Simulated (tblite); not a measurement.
Compound: C7H9O (doublet state).
Cartesian coordinates in Å at the GFN2-xTB level; atoms count from 1:
```
atom  x, y, z in Å
C1    -1.4511   -1.6546   -0.2971
C2    -1.2726   -0.4248    0.1493
C3    -0.1562    0.4867   -0.2932
C4    -0.6838    1.8920   -0.5842
C5     0.8486    0.4971    0.8123
C6     1.8981   -0.4191    0.8752
C7     2.1913   -1.3458   -0.0261
O8     2.4808   -2.1764   -0.7960
H9    -0.8194   -2.0798   -1.0599
H10   -2.2373   -2.2886    0.0771
H11   -1.9151   -0.0200    0.9201
H12    0.3043    0.0695   -1.1961
H13   -1.1584    2.3095    0.3012
H14   -1.4178    1.8598   -1.3861
H15    0.1317    2.5469   -0.8823
H16    0.6877    1.1580    1.6462
H17    2.5623   -0.3985    1.7295
```

Level: GFN2-xTB in tblite, geometry and Hessian alike; calculated harmonic values, unscaled, isolated species. Errors from tens to a few hundred cm⁻¹ against measured bands are possible. One conformer, not necessarily the lowest. Open shells enter through the occupations alone, without spin polarisation, and single modes of such species can be off by tens of per cent.

Harmonic wavenumbers (cm⁻¹): 28.6, 68.2, 104.2, 171.5, 204.5, 262.4, 284.9, 297.6, 367.5, 379.8, 495.4, 570.7, 650.5, 679.1, 697.8, 870.3, 886.0, 927.7, 983.4, 1013.8, 1030.9, 1084.3, 1097.2, 1155.1, 1187.0, 1239.9, 1273.3, 1296.5, 1325.7, 1403.6, 1406.1, 1415.5, 1498.0, 1498.4, 1697.6, 2200.5, 2921.4, 3031.2, 3034.0, 3038.9, 3041.7, 3057.6, 3096.8, 3117.2, 3120.7.

A = 2833, B = 1426, C = 1122 MHz; mass 109.065 u (most abundant isotopes); point group C1, symmetry number 1; spin multiplicity 2.

Task: Zero-point energy?

Result: ½Σν̃ = 29606 cm⁻¹ = 84.65 kcal/mol.

Task: Give the ideal-gas entropy at 298.15 K and 1 bar in the rigid-rotor, harmonic-oscillator model (classical rotation).

Result: Translation 40.00, rotation 28.65, vibration 28.03, spin (R ln 2) 1.38: S = 98.1 cal/(mol K).

Task: And Cp and H(298.15 K) − H(0)?

Result: Cp = 35.50 cal/(mol K), of which vibrations give 27.55 (their classical limit is 45 R = 89.4); H(298.15 K) − H(0) = 6.63 kcal/mol without the zero-point energy, 4.26 from vibrations.

Task: What must be added to the electronic energy to get the Gibbs energy at 298.15 K and 1 bar?

Result: ZPE + [H(298.15 K) − H(0)] − T·S = 84.65 + 6.63 − 29.24 = 62.04 kcal/mol.

Task: Which modes carry the vibrational entropy at 298.15 K?

Result: 28.6 cm⁻¹: 5.92; 68.2 cm⁻¹: 4.20; 104.2 cm⁻¹: 3.37; 171.5 cm⁻¹: 2.42; 204.5 cm⁻¹: 2.09; 262.4 cm⁻¹: 1.65 cal/(mol K); the other 39 give 8.37 together.

Hindered rotation and anharmonicity are outside this model. Other conformers, if any are populated, would add a mixing term that is left out. The structure is chiral; the term R ln 2 for an equal mix with its mirror image is left out.
